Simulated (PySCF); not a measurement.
**Ionisation energy along the 6-electron series**

Calculated with PySCF 2.14 and a two-component X2C-1e Hamiltonian (Gaussian nucleus, no Breit or QED terms), each ion in its own even-tempered basis scaled to its charge; GMP2 freezes nothing and drops the highest virtual spinors. Values in eV. NIST values: (m) measured, (s) semi-empirical, (t) theoretical.

```tsv
ion	configuration	GHF (spin-free)	GMP2 (spin-free)	GHF (screened spin-orbit)	GMP2 (screened spin-orbit)	NIST
Ge²⁶⁺	[He] 2s2 2p2	2729.0	2728.8	2739.0	2741.2	2737.1 ± 2.3 (s)
As²⁷⁺	[He] 2s2 2p2	2927.3	2927.1	2940.3	2942.6	2938 ± 3 (s)
Br²⁹⁺	[He] 2s2 2p2	3345.3	3345.0	3365.5	3367.8	3361 ± 3 (s)
```

**Question.** Fill in the row of Se²⁸⁺.

**Answer.** configuration: [He] 2s2 2p2; GHF (spin-free): 3132.8; GMP2 (spin-free): 3132.5; GHF (screened spin-orbit): 3149.2; GMP2 (screened spin-orbit): 3151.4; NIST: 3146 ± 3 (s).
